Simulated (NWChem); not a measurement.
System: C3H4F2O; SMILES CO/C(F)=C/F

NWChem printed, in part:

```
             Northwest Computational Chemistry Package (NWChem) 7.3.0
             --------------------------------------------------------

                             Geometry "geometry" -> ""
                             -------------------------

 Output coordinates in angstroms (scale by  1.889725989 to convert to a.u.)

  No.       Tag          Charge          X              Y              Z
 ---- ---------------- ---------- -------------- -------------- --------------
    1 C                    6.0000     0.05398700     2.24247800     0.20912500
    2 O                    8.0000     0.64239300     1.12141800    -0.47529400
    3 C                    6.0000     0.00974200    -0.04700600    -0.29775000
    4 F                    9.0000    -1.28792500    -0.05614900    -0.65731300
    5 C                    6.0000     0.61491000    -1.14182500     0.15735900
    6 F                    9.0000    -0.02539200    -2.32627200     0.21115800
    7 H                    1.0000     0.69213500     3.09762100    -0.01604300
    8 H                    1.0000    -0.96110600     2.42945600    -0.15278800
    9 H                    1.0000     0.03627600     2.06196000     1.29062400
   10 H                    1.0000     1.64867100    -1.15513500     0.47566800

 Effective nuclear repulsion energy (a.u.)     241.9347575326

                                 NWChem DFT Module
                                 -----------------

 Summary of "ao basis" -> "ao basis" (spherical)
 ------------------------------------------------------------------------------
       Tag                 Description            Shells   Functions and Types
 ---------------- ------------------------------  ------  ---------------------
 C                           6-31g*                  6       14   3s2p1d
 O                           6-31g*                  6       14   3s2p1d
 F                           6-31g*                  6       14   3s2p1d
 H                           6-31g*                  2        2   2s

 in cosmo_initialize ...
 calling solv_data for solv:toluene

 solvent parameters
 solvname_short: toluene
 solvname_long:  toluene
 dielec:        2.3741
 dielecinf:     2.2383
 nonaqueous SMD model solvent descriptors
 dielec:        2.3741
 sola:          0.0000
 solb:          0.1400
 solc:          0.8570
 solg:         40.2000
 solh:          0.0000
 soln:          1.4961

          ---------------
          -cosmo- solvent
          ---------------
 Cosmo: York-Karplus, doi: 10.1021/jp992097l
 dielectric constant -eps-     =   2.37
 screen = (eps-1)/(eps    )    =   0.57879
 surface charge correction     = lagrangian

   van der Waals surface
 --------------------------

[...]

                                COSMO-SMD solvation results
                                ---------------------------

             internal energy in gas <Psi(g)|H|Psi(g)> =      -391.562765054902
         internal energy in solvent <Psi(s)|H|Psi(s)> =      -391.562505743611
                               delta internal energy  =         0.000259311291 (    0.16 kcal/mol)
   total free energy in solvent <Psi(s)|H+V/2|Psi(s)> =      -391.566212096759
 polarization energy contribution <Psi(s)|V/2|Psi(s)> =        -0.003706353148 (   -2.33 kcal/mol)
    total free energy in solvent including G(SMD-CDS) =      -391.565076179189
                       G(SMD-CDS) energy contribution =         0.001135917570 (    0.71 kcal/mol)
     1 M fixed-concentration free energy of solvation =        -0.002311124287 (   -1.45 kcal/mol)

                       DFT Final Molecular Orbital Analysis
                       ------------------------------------

 Vector   22  Occ=2.000000D+00  E=-3.644192D-01
              MO Center=  2.3D-01,  9.9D-01, -1.6D-01, r^2= 3.5D+00
   Bfn.  Coefficient  Atom+Function         Bfn.  Coefficient  Atom+Function
  ----- ------------  ---------------      ----- ------------  ---------------
    17      0.308682   2 O  px               46      0.227231   4 F  py
    21      0.216341   2 O  px               19     -0.214618   2 O  pz
    32     -0.212249   3 C  py                3     -0.183717   1 C  px
    85     -0.169891   7 H  s                 5      0.163749   1 C  pz
    50      0.159873   4 F  py               23     -0.155045   2 O  pz

 Vector   23  Occ=2.000000D+00  E=-3.179308D-01
              MO Center=  2.2D-01,  1.2D+00, -2.4D-01, r^2= 2.1D+00
   Bfn.  Coefficient  Atom+Function         Bfn.  Coefficient  Atom+Function
  ----- ------------  ---------------      ----- ------------  ---------------
    17      0.383316   2 O  px               19      0.348300   2 O  pz
    21      0.271192   2 O  px               23      0.256113   2 O  pz
    88      0.177546   8 H  s                45      0.168547   4 F  px
    87      0.164319   8 H  s                 3     -0.162693   1 C  px
     5     -0.137419   1 C  pz               90     -0.132027   9 H  s

 Vector   24  Occ=2.000000D+00  E=-2.323179D-01
              MO Center=  2.5D-01, -5.3D-01, -7.0D-02, r^2= 2.3D+00
   Bfn.  Coefficient  Atom+Function         Bfn.  Coefficient  Atom+Function
  ----- ------------  ---------------      ----- ------------  ---------------
    61      0.367211   5 C  pz               33      0.323717   3 C  pz
    19     -0.255556   2 O  pz               65      0.246249   5 C  pz
    75     -0.244806   6 F  pz               79     -0.202031   6 F  pz
    23     -0.193098   2 O  pz               47     -0.193255   4 F  pz
    37      0.167248   3 C  pz               51     -0.157759   4 F  pz

 Vector   25  Occ=0.000000D+00  E= 3.691514D-02
              MO Center=  2.7D-01, -3.8D-01, -4.5D-02, r^2= 2.4D+00
   Bfn.  Coefficient  Atom+Function         Bfn.  Coefficient  Atom+Function
  ----- ------------  ---------------      ----- ------------  ---------------
    65      0.520820   5 C  pz               33     -0.473398   3 C  pz
    37     -0.475526   3 C  pz               61      0.414868   5 C  pz
     6      0.352542   1 C  s                86     -0.227524   7 H  s
    90     -0.193940   9 H  s                36     -0.189514   3 C  py
     7      0.166903   1 C  px               47      0.164868   4 F  pz

 Vector   26  Occ=0.000000D+00  E= 8.964073D-02
              MO Center=  2.2D-01, -3.1D-01,  1.4D-02, r^2= 3.7D+00
   Bfn.  Coefficient  Atom+Function         Bfn.  Coefficient  Atom+Function
  ----- ------------  ---------------      ----- ------------  ---------------
    64      0.589140   5 C  py               20     -0.534863   2 O  s
    76      0.492155   6 F  s                92     -0.422333  10 H  s
     6      0.418214   1 C  s                34     -0.407167   3 C  s
     9     -0.402380   1 C  pz               63      0.340485   5 C  px
    78      0.295103   6 F  py               31      0.291826   3 C  px

 Vector   27  Occ=0.000000D+00  E= 1.068459D-01
              MO Center=  5.6D-02,  1.8D+00,  1.4D-01, r^2= 4.0D+00
   Bfn.  Coefficient  Atom+Function         Bfn.  Coefficient  Atom+Function
  ----- ------------  ---------------      ----- ------------  ---------------
     6      1.277331   1 C  s                86     -0.853964   7 H  s
    88     -0.823497   8 H  s                90     -0.770762   9 H  s
     8      0.736153   1 C  py               20      0.674603   2 O  s
    34     -0.607113   3 C  s                92     -0.457994  10 H  s
     9      0.375382   1 C  pz               62      0.338244   5 C  s

     Multipole analysis of the density
     ---------------------------------

     L   x y z        total         alpha         beta         nuclear
     -   - - -        -----         -----         ----         -------
     0   0 0 0     -0.000000    -24.000000    -24.000000     48.000000

     1   1 0 0      0.312256      1.283254      1.283254     -2.254252
     1   0 1 0      0.974602      0.217695      0.217695      0.539213
     1   0 0 1      0.463482      5.719394      5.719394    -10.975306

     2   2 0 0    -24.385397    -56.196889    -56.196889     88.008382
     2   1 1 0     -1.604742     -3.366181     -3.366181      5.127620
     2   1 0 1      0.535527    -11.741645    -11.741645     24.018817
     2   0 2 0    -22.701263   -221.837181   -221.837181    420.973098
     2   0 1 1      0.978263      9.135076      9.135076    -17.291890
     2   0 0 2    -24.823407    -28.402110    -28.402110     31.980812
```

Level: B3LYP/6-31G* (spherical d), SMD on the gas-phase geometry. The geometry was optimised at B3LYP/6-31G* (spherical d). B3LYP is NWChem's, with the RPA form of VWN correlation. Solvent: toluene.

Task: Reconstruct the input file.

Result: One answer among several that fit: the input that was run:
```
start job
memory heap 200 mb stack 900 mb global 1100 mb
geometry units angstroms noautosym nocenter noautoz
  C      0.053987     2.242478     0.209125
  O      0.642393     1.121418    -0.475294
  C      0.009742    -0.047006    -0.297750
  F     -1.287925    -0.056149    -0.657313
  C      0.614910    -1.141825     0.157359
  F     -0.025392    -2.326272     0.211158
  H      0.692135     3.097621    -0.016043
  H     -0.961106     2.429456    -0.152788
  H      0.036276     2.061960     1.290624
  H      1.648671    -1.155135     0.475668
end
basis spherical
  * library 6-31g*
end
dft
  xc b3lyp
  iterations 150
end
cosmo
  do_cosmo_smd true
  solvent toluene
end
task dft energy
```
